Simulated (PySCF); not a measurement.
Radial density of Mg(2+) (magnesium, charge +2)

BP86, [Ne], closed-shell 1S. Calculation: PySCF 2.14, in cc-pVTZ-DK (5s4p2d1f, 34 functions); the spin-free X2C one-electron Hamiltonian (Gaussian nucleus).

| r (bohr) | 4πr²ρ (e/bohr) |
| --- | --- |
| 0.00188 | 0.05289 |
| 0.00316 | 0.1398 |
| 0.00531 | 0.3650 |
| 0.00893 | 0.9259 |
| 0.0150 | 2.227 |
| 0.0253 | 4.871 |
| 0.0425 | 9.072 |
| 0.0715 | 12.91 |
| 0.120 | 12.10 |
| 0.202 | 7.774 |
| 0.340 | 8.968 |
| 0.572 | 10.75 |
| 0.962 | 4.824 |
| 1.62 | 0.5375 |
| 2.72 | 0.008395 |
| 4.58 | 1.861e-05 |

Densities and radii are taken from the X2C orbitals without a picture-change correction, which distorts them close to the nucleus.
